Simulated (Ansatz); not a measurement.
Geometry optimisation, Ansatz 0.2.0, UKS PBE-D4/6-31G*.

Input file:

```yaml
crystal:
  periodic: [false, false, false]
  atoms:
    - { symbol: F, position_ang: [1.72261, -1.68047, 1.25173] }
    - { symbol: Si, position_ang: [0.37697, -0.86104, 1.30213] }
    - { symbol: "N", position_ang: [-0.02708, 0.02281, -0.01742] }
    - { symbol: Si, position_ang: [-0.47619, 0.93326, -1.32298] }
    - { symbol: H, position_ang: [-0.24482, -1.07998, 2.57469] }
    - { symbol: H, position_ang: [-1.65237, 1.78235, -1.2387] }
    - { symbol: H, position_ang: [0.30089, 0.88309, -2.54945] }
total_charge: 1
magnetization:
  spin_polarized: true
basis:
  gaussian: { orbitals: "6-31G*" }
hamiltonian:
  xc: pbe
  dispersion: d4
relax:
  f_tol: 0.02
  max_steps: 50
output:
  orbitals: {}
```

Command:

```bash
$ ansatz run input.yaml --threads 2 --pin off --max-ram 3072MiB --backend cpu --events-out ev --progress --plain --runs-dir out
```

Problem. Where does it end, and by what steps?

Solution. The forces met the threshold. After 8 steps the energy has fallen by 0.361 eV; F1 moved furthest, 0.93 Å.

```tsv
step	energy less start (eV)	largest force component (eV/Å)	accepted
0	0.0000	2.085	yes
1	-0.0950	0.790	yes
2	-0.1063	0.606	yes
3	-0.1671	0.404	yes
4	-0.2379	0.261	yes
5	-0.3001	0.576	yes
6	-0.3490	0.339	yes
7	-0.3589	0.051	yes
8	-0.3606	0.011	yes
```

```xyz
7
Properties=species:S:1:pos:R:3
F 1.922 -0.913 1.744
Si 0.419 -0.894 1.245
N -0.043 0.001 -0.012
Si -0.470 0.915 -1.285
H -0.478 -1.763 2.032
H -0.929 2.311 -1.069
H -0.421 0.343 -2.655
```

Whether the end is a true minimum wasn't checked by a vibrational analysis.

Time of the run: 19 s on 2 threads of Arm Neoverse V1, on a shared host, peak memory 0.16 GiB.
